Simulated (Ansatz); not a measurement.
Species: CH4B, net charge 0, doublet state. It need not be the lowest isomer of its formula. 
Coordinates optimised at B3LYP-D3(BJ)/def2-TZVP (Ansatz, a quantum-chemistry and plane-wave program):
```xyz
6

B      0.8067     0.0823     0.0093
C     -0.7079    -0.0722    -0.0081
H      1.5076    -0.8176    -0.3399
H      1.3034     1.1043     0.3723
H     -1.2154    -0.8892    -0.5127
H     -1.3813     0.6243     0.4828
```
Charge 0, spin multiplicity 2.

Total electronic energies in hartree. Correlated levels leave the core frozen unless marked. UHF or UKS for open shells. No spin-orbit coupling. Non-relativistic. CBS(X,Y): correlation extrapolated as X^-3; Hartree-Fock from the larger set. The bracket is a focal-point correction in the basis named.

```json
[
 {"level": "HF/6-31G*", "program": "Ansatz", "energy (Eh)": "-64.82350"},
 {"level": "HF/def2-TZVPPD", "program": "Ansatz", "energy (Eh)": "-64.84936"},
 {"level": "RI-HF/aug-cc-pVTZ", "program": "Ansatz", "energy (Eh)": "-64.84808"},
 {"level": "RI-HF/aug-cc-pVQZ", "program": "Ansatz", "energy (Eh)": "-64.85202"},
 {"level": "RI-HF/def2-QZVPPD", "program": "Ansatz", "energy (Eh)": "-64.85258"},
 {"level": "BLYP-D4/def2-TZVPD", "program": "Ansatz + dftd4", "energy (Eh)": "-65.26785"},
 {"level": "MP2/CBS(def2-TZVPP,def2-QZVPP)", "program": "Ansatz", "energy (Eh)": "-65.1287"},
 {"level": "MP2/CBS(def2-TZVPPD,def2-QZVPPD)", "program": "Ansatz", "energy (Eh)": "-65.1284"},
 {"level": "SCS-MP2/cc-pVQZ", "program": "Ansatz", "energy (Eh)": "-65.12930"},
 {"level": "CCSD/cc-pwCVTZ", "program": "Ansatz", "energy (Eh)": "-65.13256"},
 {"level": "CCSD(T)/6-31G", "program": "Ansatz", "energy (Eh)": "-64.95122"},
 {"level": "CCSD(T)/cc-pVDZ", "program": "Ansatz", "energy (Eh)": "-65.07111"},
 {"level": "CCSD(T)/def2-QZVPPD", "program": "Ansatz", "energy (Eh)": "-65.15589"},
 {"level": "RI-MP2/CBS(def2-TZVPPD,def2-QZVPPD)+[CCSD(T)-MP2]/def2-SVPD", "program": "Ansatz", "energy (Eh)": "-65.1704"},
 {"level": "CCSD(T)/CBS(def2-TZVPPD,def2-QZVPPD)", "program": "Ansatz", "energy (Eh)": "-65.1654"}
]
```

Totals of different functionals don't rank their quality; only differences between species are comparable.
